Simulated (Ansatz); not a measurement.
Relaxation of AuBrH₃N (6 atoms, charge 0, multiplicity 1), to a largest force component of 0.015 eV/Å in at most 40 steps.

Level of theory: RKS B3LYP-D4/def2-SVP in Ansatz.

```xyz
6
Properties=species:S:1:pos:R:3:forces:R:3
N -0.534 -0.215 0.165 -5.22 2.59 1.43
Au 1.179 0.941 -0.271 -21.76 36.64 10.54
Br 2.193 -0.386 -0.724 27.75 -34.34 -12.19
H -1.035 -1.049 0.001 -1.05 -1.80 -0.23
H -1.096 0.568 -0.385 0.61 -2.22 1.29
H -0.665 0.077 1.167 -0.34 -0.87 -0.84
```

Problem. Where does it end, and by what steps?

Solution. The forces met the threshold. After 13 steps the energy has fallen by 12.703 eV; Br3 moved furthest, 1.35 Å. The start is strongly strained (largest force component 37 eV/Å).

| step | energy less start (eV) | largest force component (eV/Å) | accepted |
| --- | --- | --- | --- |
| 0 | 0.0000 | 36.638 | yes |
| 1 | -8.6286 | 7.965 | yes |
| 2 | -10.3210 | 2.927 | yes |
| 3 | -11.0813 | 1.184 | yes |
| 4 | -11.4285 | 1.802 | yes |
| 5 | -11.6783 | 1.223 | yes |
| 6 | -11.9439 | 0.880 | yes |
| 7 | -12.1787 | 0.902 | yes |
| 8 | -12.4433 | 0.796 | yes |
| 9 | -12.6268 | 0.437 | yes |
| 10 | -12.6682 | 0.479 | yes |
| 11 | -12.7023 | 0.032 | yes |
| 12 | -12.7026 | 0.018 | yes |
| 13 | -12.7026 | 0.001 | yes |

```xyz
6
Properties=species:S:1:pos:R:3
N -0.878 0.002 0.267
Au 1.169 -0.027 -0.368
Br 3.457 -0.058 -1.077
H -1.326 -0.906 0.124
H -1.421 0.696 -0.252
H -0.959 0.230 1.260
```

Whether the end is a true minimum wasn't checked by a vibrational analysis.

Time of the run: 58 s on 1 thread of Intel(R) Xeon(R) Platinum 8375C CPU @ 2.90GHz (Ice Lake) (shared host), peak memory 0.22 GiB.
